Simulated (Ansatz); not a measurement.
Steps of a relaxation of C₃H₁₀OSi, SMILES `CC([SiH3])CO` with RKS PBE0-D4/def2-TZVP.

```sh
$ ansatz run in.yaml --threads 4 --pin off --events-out ev --progress --plain --max-ram 10444MiB
```

```yaml
crystal:
  periodic: [false, false, false]
  atoms:
    - {symbol: C, position_ang: [-1.222816, -0.458785, 0.856760]}
    - {symbol: C, position_ang: [0.057063, 0.228546, 0.353283]}
    - {symbol: Si, position_ang: [1.578912, -0.907747, 0.514388]}
    - {symbol: C, position_ang: [-0.099206, 0.763157, -1.070720]}
    - {symbol: O, position_ang: [-1.154625, 1.712951, -1.082917]}
    - {symbol: H, position_ang: [-1.141433, -0.754656, 1.922041]}
    - {symbol: H, position_ang: [-1.446732, -1.375150, 0.269407]}
    - {symbol: H, position_ang: [-2.087907, 0.225602, 0.751243]}
    - {symbol: H, position_ang: [0.272194, 1.107178, 1.005302]}
    - {symbol: H, position_ang: [2.835642, -0.196541, 0.082684]}
    - {symbol: H, position_ang: [1.413199, -2.139561, -0.339591]}
    - {symbol: H, position_ang: [1.737138, -1.341839, 1.947058]}
    - {symbol: H, position_ang: [0.865464, 1.219609, -1.408357]}
    - {symbol: H, position_ang: [-0.308843, -0.093694, -1.761626]}
    - {symbol: H, position_ang: [-1.319849, 1.960131, -2.009453]}
basis:
  gaussian: {orbitals: def2-TZVP}
hamiltonian: {xc: pbe0, dispersion: d4}
relax: {f_tol: 0.005, max_steps: 150}
```

Positions (Å) and forces (eV/Å) along the path, 7 of 7 steps:

```xyz
15
step=1 energy=-13191.5013 eV
C    -1.223   -0.459    0.857   -0.231   -0.088    0.012
C     0.057    0.229    0.353    0.117    0.231    0.144
Si    1.579   -0.908    0.514   -0.075    0.015   -0.024
C    -0.099    0.763   -1.071    0.385   -0.384   -0.078
O    -1.155    1.713   -1.083    0.154   -0.047   -0.738
H    -1.141   -0.755    1.922   -0.012    0.150   -0.512
H    -1.447   -1.375    0.269    0.125    0.433    0.271
H    -2.088    0.226    0.751    0.408   -0.346    0.078
H     0.272    1.107    1.005   -0.113   -0.399   -0.286
H     2.836   -0.197    0.083   -0.266   -0.143    0.088
H     1.413   -2.140   -0.340    0.033    0.258    0.175
H     1.737   -1.342    1.947   -0.039    0.096   -0.300
H     0.865    1.220   -1.408   -0.567   -0.151    0.184
H    -0.309   -0.094   -1.762    0.006    0.497    0.351
H    -1.320    1.960   -2.009    0.077   -0.120    0.635
15
step=2 energy=-13191.5533 eV
C    -1.213   -0.460    0.853   -0.065   -0.026    0.015
C     0.057    0.234    0.357    0.060    0.030   -0.018
Si    1.564   -0.900    0.512   -0.062    0.062    0.007
C    -0.095    0.752   -1.064    0.166   -0.124    0.003
O    -1.139    1.709   -1.089    0.013    0.001   -0.224
H    -1.122   -0.760    1.904   -0.015    0.037   -0.138
H    -1.427   -1.364    0.266    0.034    0.127    0.077
H    -2.076    0.209    0.762    0.119   -0.098    0.021
H     0.266    1.105    1.002   -0.036   -0.127   -0.107
H     2.809   -0.195    0.083   -0.055   -0.039    0.020
H     1.398   -2.119   -0.336   -0.002    0.066    0.039
H     1.720   -1.330    1.931   -0.003    0.014   -0.069
H     0.855    1.204   -1.403   -0.173   -0.057    0.056
H    -0.320   -0.092   -1.744    0.013    0.147    0.137
H    -1.297    1.956   -2.006    0.005   -0.012    0.181
15
step=3 energy=-13191.5585 eV
C    -1.209   -0.460    0.852    0.007    0.000   -0.002
C     0.058    0.233    0.355    0.022    0.009    0.007
Si    1.560   -0.894    0.514   -0.023    0.004   -0.009
C    -0.093    0.748   -1.062    0.014   -0.033    0.013
O    -1.136    1.705   -1.091   -0.005   -0.002    0.003
H    -1.117   -0.764    1.897    0.003   -0.003    0.006
H    -1.422   -1.358    0.264   -0.002   -0.010   -0.008
H    -2.070    0.205    0.766   -0.007    0.007    0.000
H     0.263    1.102    0.994   -0.004    0.019    0.017
H     2.804   -0.196    0.085    0.003    0.003    0.001
H     1.387   -2.106   -0.334    0.003   -0.009   -0.005
H     1.717   -1.328    1.927   -0.001    0.002    0.004
H     0.850    1.198   -1.402    0.005    0.006   -0.004
H    -0.321   -0.093   -1.733   -0.008   -0.008   -0.015
H    -1.291    1.959   -2.003   -0.006    0.015   -0.007
15
step=4 energy=-13191.5586 eV
C    -1.208   -0.461    0.852   -0.003    0.001    0.004
C     0.058    0.235    0.356    0.006   -0.003   -0.005
Si    1.559   -0.894    0.513    0.001    0.004    0.004
C    -0.093    0.746   -1.062    0.007   -0.002    0.009
O    -1.135    1.704   -1.091   -0.008   -0.002   -0.003
H    -1.115   -0.767    1.896    0.000   -0.003    0.003
H    -1.421   -1.358    0.261    0.000   -0.002   -0.003
H    -2.069    0.205    0.768   -0.003    0.001    0.001
H     0.262    1.105    0.995   -0.002    0.001   -0.002
H     2.802   -0.195    0.086    0.003    0.000   -0.001
H     1.387   -2.107   -0.334   -0.002    0.000   -0.001
H     1.715   -1.327    1.927    0.000   -0.002    0.002
H     0.850    1.196   -1.403    0.003    0.002   -0.005
H    -0.323   -0.096   -1.733   -0.002   -0.004    0.000
H    -1.289    1.962   -2.002   -0.001    0.009   -0.002
15
step=5 energy=-13191.5587 eV
C    -1.208   -0.461    0.852   -0.002    0.000    0.002
C     0.058    0.235    0.356   -0.001    0.001   -0.002
Si    1.559   -0.893    0.514    0.004   -0.001    0.001
C    -0.094    0.745   -1.062    0.002    0.004    0.000
O    -1.136    1.703   -1.092   -0.005   -0.003   -0.002
H    -1.114   -0.769    1.896    0.000   -0.001    0.000
H    -1.421   -1.357    0.260    0.000    0.001    0.000
H    -2.069    0.205    0.770    0.001   -0.001    0.001
H     0.261    1.106    0.995   -0.001   -0.001   -0.003
H     2.803   -0.195    0.087    0.001    0.000    0.000
H     1.386   -2.106   -0.334   -0.001    0.001    0.000
H     1.714   -1.327    1.928    0.000   -0.001    0.000
H     0.849    1.195   -1.405    0.000   -0.001   -0.002
H    -0.324   -0.097   -1.732    0.000   -0.001    0.003
H    -1.287    1.965   -2.002    0.003    0.003    0.002
15
step=6 energy=-13191.5587 eV
C    -1.207   -0.461    0.852    0.001    0.000   -0.001
C     0.058    0.235    0.356   -0.003    0.001    0.002
Si    1.559   -0.892    0.514    0.002   -0.002    0.000
C    -0.095    0.744   -1.063   -0.005    0.006   -0.004
O    -1.138    1.701   -1.093   -0.001   -0.003   -0.002
H    -1.112   -0.772    1.896    0.000    0.001   -0.002
H    -1.422   -1.356    0.259    0.000    0.002    0.001
H    -2.069    0.205    0.773    0.001   -0.001    0.000
H     0.260    1.107    0.993    0.001   -0.002    0.000
H     2.804   -0.195    0.089   -0.001    0.000    0.000
H     1.387   -2.105   -0.334    0.001    0.001    0.001
H     1.713   -1.327    1.929    0.000    0.000   -0.001
H     0.847    1.194   -1.407   -0.001   -0.001    0.001
H    -0.325   -0.099   -1.732    0.001    0.001    0.001
H    -1.283    1.970   -2.002    0.005   -0.002    0.004
15
step=7 energy=-13191.5587 eV
C    -1.208   -0.461    0.853   -0.001    0.000    0.001
C     0.058    0.235    0.356    0.001    0.000   -0.001
Si    1.559   -0.892    0.514    0.000    0.000   -0.001
C    -0.096    0.743   -1.063    0.002    0.000    0.001
O    -1.140    1.699   -1.093   -0.001   -0.001    0.000
H    -1.111   -0.771    1.896    0.000    0.000    0.000
H    -1.422   -1.357    0.261    0.000    0.000    0.000
H    -2.069    0.204    0.773    0.000    0.000    0.000
H     0.260    1.107    0.992    0.000    0.000    0.000
H     2.804   -0.194    0.089    0.000    0.000    0.000
H     1.387   -2.105   -0.335    0.000    0.000    0.000
H     1.713   -1.327    1.928    0.000    0.000    0.000
H     0.846    1.194   -1.407    0.000   -0.001    0.000
H    -0.325   -0.100   -1.732    0.000    0.000    0.000
H    -1.278    1.974   -2.002   -0.001    0.001   -0.001
```

Hardware: 4 threads of an Arm Neoverse V1 on a shared host. Wall time 31 s, peak host memory 0.62 GiB.
